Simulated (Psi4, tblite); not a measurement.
Intermolecular potential of H4O4Si ··· H3ClSi (SMILES O[Si](O)(O)O and [SiH3]Cl). Monomers: optimised at B3LYP-D3(BJ) (def2-TZVP), held rigid. Orientation: a random orientation, not optimised. The monomers approach along the line of their centres of mass (distance R); nothing else relaxes.

Geometry at R = 6.28 Å (first 9 atoms: monomer A):
```
14

O      1.5820    -0.3973     0.1170
Si    -0.0001    -0.0001    -0.0003
O     -0.5535     0.1519     1.5311
O     -0.0715     1.3515    -0.9183
O     -0.9579    -1.1065    -0.7305
H      1.8359    -0.9827     0.8348
H     -1.5039     0.1052     1.6617
H      0.6304     1.9972    -0.8046
H     -0.9613    -1.1192    -1.6909
Si     2.7635    -4.1496     2.3486
Cl     3.0878    -4.6350     4.3307
H      1.9877    -5.2371     1.7214
H      4.0724    -4.0002     1.6833
H      2.0103    -2.8816     2.2946
```

- GFN2-xTB (tblite)
- PBE-D3(BJ)/def2-TZVP, counterpoise-corrected (Psi4)
- BLYP/def2-TZVP, counterpoise-corrected (Psi4)
- SAPT0/jun-cc-pVDZ, frozen core (Psi4)

Interaction energies in kJ/mol:

| R / Å | GFN2-xTB | PBE-D3(BJ)/def2-TZVP | BLYP/def2-TZVP |
|---|---|---|---|
| 5.69 | -4.59 | -4.79 | 3.10 |
| 5.85 | -5.26 | -4.99 | 1.81 |
| 6.09 | -5.07 | -4.44 | 1.00 |
| 6.28 | -4.53 | -3.75 | 0.79 |
| 6.50 | -3.84 | -2.95 | 0.70 |
| 6.71 | -3.24 | -2.28 | 0.66 |
| 6.96 | -2.65 | -1.64 | 0.60 |
| 7.27 | -2.08 | -1.04 | 0.51 |
| 7.81 | -1.42 | -0.44 | 0.36 |
| 8.50 | -0.94 | -0.13 | 0.22 |
| 9.49 | -0.59 | -0.01 | 0.12 |
| 10.82 | -0.36 | 0.01 | 0.06 |

Q: Estimate the SAPT0/jun-cc-pVDZ values at these points.

A: 5.69: 1.31; 5.85: 0.10; 6.09: -0.59; 6.28: -0.67; 6.50: -0.58; 6.71: -0.42; 6.96: -0.25; 7.27: -0.08; 7.81: 0.07; 8.50: 0.12; 9.49: 0.11; 10.82: 0.07 (kJ/mol).
